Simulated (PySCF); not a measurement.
C₆H₁₀O₃Si.
Numbering: `[CH3:1][O:2][CH2:3][C@@H:4]1[CH2:5][C:6](=[O:7])[SiH2:8][C:9]1=[O:10]`

NICS is the negative of the GIAO shielding at a point without a nucleus: at the ring centre (0) and 1 Å above and below it (1); zz is the component along the ring normal. Level: GIAO PBE0/pcSseg-1 (PySCF, non-relativistic, gas phase) on the GFN2-xTB geometry, one conformer.

Ring bond lengths (Å), with Mayer bond orders in brackets: C4–C5 1.525 (0.99), C5–C6 1.522 (0.92), C6–Si8 1.923 (0.83), Si8–C9 1.921 (0.83), C9–C4 1.528 (0.89).

Problem. What do the NICS probes read (ppm)?

Solution. 
```tsv
ring	type	NICS(0)	NICS(1), two faces	NICS(1)zz, two faces	rms pucker (Å)	centre to ring atoms, mean (Å)
C4–C5–C6–Si8–C9	5-membered ring with Si; formal bonds all single	6.8	-0.1 / -2.2	-2.5 / -17.9	0.17	1.41
```

Problem. What can be read from them?

Solution. 
- C4–C5–C6–Si8–C9: mean NICS(1)zz -10.2 ppm, shielded. C4, C5, Si8 have four or more neighbours; no verdict on aromaticity is drawn. The two faces differ by 15.4 ppm, so no symmetry operation interchanges them. NICS(0) lies 8 ppm above the mean NICS(1).

Problem. At the second NICS(1) probe listed for ring C4–C5–C6–Si8–C9, 1 Å off the ring, how large is the induced field along the normal in 1 T applied along it?

Solution. NICSzz × B0 = -17.9 ppm × 1 T = -18 μT, against the applied field.

Problem. What are the shieldings of the ring atoms and their hydrogens in the same run (means over atoms taken as equivalent)?

Solution. 
```
   atoms                    environment  σ isotropic (ppm)
      C4  sp3 carbon next to a carbonyl              126.6
      C5  sp3 carbon next to a carbonyl              131.6
      C6                carbonyl carbon              -50.9
     Si8                   SiH2 silicon              456.3
      C9                carbonyl carbon              -65.9
 H on C4               methine hydrogen              29.15
 H on C5             methylene hydrogen              28.88
 H on C5             methylene hydrogen              28.95
H on Si8                  Si–H hydrogen              27.92
H on Si8                  Si–H hydrogen              28.12
```

Hardware: an Intel Xeon at 2.50 GHz with one thread, no GPU, shared host with 64 logical CPUs at a one-minute load of 59. Cost: 2.7 min wall, 0.99 GiB resident at most. This is the whole shielding run at PBE0/pcSseg-1, SCF included.
